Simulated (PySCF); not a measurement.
A structure optimised at PBE-D3(BJ)/def2-SVP, used in a PySCF frequency run:

```
C
H 1 1.1129
N 1 1.4910 2 105.81
H 3 1.0305 1 109.02 2 62.98
H 3 1.0323 4 104.72 1 -115.54
C 1 1.4944 2 109.55 3 119.79
H 6 1.1019 1 120.86 2 -34.38
H 6 1.1037 7 117.52 1 163.70
C 1 1.5292 2 108.54 3 -116.40
H 9 1.1077 1 111.16 2 -60.20
H 9 1.1078 10 109.19 1 -122.12
H 9 1.1116 10 107.55 11 -116.83
```
Charge 0, spin multiplicity 2.

Write its SMILES and formula.

[CH2]C(C)N, C3H8N

What are its rotational constants (standard atomic weights)?

8.7598, 7.9589, 4.8608 GHz
